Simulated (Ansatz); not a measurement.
Reaction (redistribution): `[CH3][Al]([CH3])[InH2]` + `FC(Cl)=[Se]` → `F[C](=[Se])[InH2]` + `[CH3][Al]([CH3])[Cl]`

Computed with Ansatz on PBE0-D4/def2-TZVP structures; ΔE is electronic, products minus reactants. CCSD(T)/CBS adds triple-zeta CCSD(T) − MP2 to the extrapolated MP2 energy (def2 sets, frozen cores). Functionals use def2-TZVPP. Elements past krypton have def2 core potentials. For In, Se outer-core shells are correlated without core-valence functions, which leaves a few kJ/mol of doubt a bond. Scalar relativity is left out up to krypton.

`[CH3][Al]([CH3])[InH2]`:

Z-matrix (Å, degrees):
```
C
Al 1 1.961
H 1 1.092 2 114.0
H 1 1.097 2 109.2 3 119.6
H 1 1.095 2 111.4 3 -123.0
C 2 1.962 1 117.9 3 158.8
In 2 2.675 1 121.0 3 -21.3
H 6 1.097 2 109.1 1 -79.8
H 6 1.092 2 114.2 1 160.5
H 6 1.095 2 111.3 1 37.5
H 7 1.743 2 124.2 1 -89.0
H 7 1.743 2 124.2 1 91.1
```

`FC(Cl)=[Se]`:

```xyz
4

F     1.061   -0.154    0.852
C     0.027    0.016    0.059
Cl    0.248   -0.887   -1.370
Se   -1.337    1.025    0.459
```

`F[C](=[Se])[InH2]`:

Z-matrix (Å, degrees):
```
In
C 1 2.175
Se 1 3.021 2 35.4
H 1 1.707 2 114.1 3 -89.0
H 1 1.707 2 114.1 3 89.0
F 2 1.314 1 139.0 3 -180.0
```

`[CH3][Al]([CH3])[Cl]`:

Z-matrix (Å, degrees):
```
C
Al 1 1.942
H 1 1.092 2 112.5
H 1 1.095 2 110.7 3 121.2
H 1 1.095 2 110.7 3 -121.1
C 2 1.942 1 125.8 3 -179.4
Cl 2 2.114 1 117.8 3 0.7
H 6 1.094 2 110.7 1 -121.1
H 6 1.095 2 110.7 1 121.1
H 6 1.093 2 112.6 1 0.0
```

```
         level  ΔE (kcal/mol)  difference from CCSD(T)/CBS
   LDA (SPW92)          -41.7                          8.1
     revPBE-D4          -41.7                          8.1
    r2SCANh-D4          -47.2                          2.6
    r2SCAN0-D4          -47.6                          2.2
       r2SCANh          -47.2                          2.6
         BHLYP          -48.6                          1.2
       LC-ωPBE          -46.9                          2.9
 HF/def2-TZVPP          -52.2                         -2.4
  HF/CBS(def2)          -52.3                         -2.5
CCSD/CBS(def2)          -49.9                         -0.1
   CCSD(T)/CBS          -49.8                            0
```

Largest T1 diagnostic among the species: 0.018.

Leaving LDA and LC-ωPBE aside and taking each functional with its dispersion term where it has one, the values, not all of them listed here, spread over 7.3 kcal/mol, from BHLYP-D4 to revPBE-D4. In def2-TZVPP, CCSD(T) changes the Hartree–Fock value by +3.5 kcal/mol (the triples alone add +0.2 kcal/mol) and MP2 by +3.7 kcal/mol.

CCSD(T)/CBS has its own doubt, a few kJ/mol and more with outer-core shells, so smaller differences from it don't rank the levels.
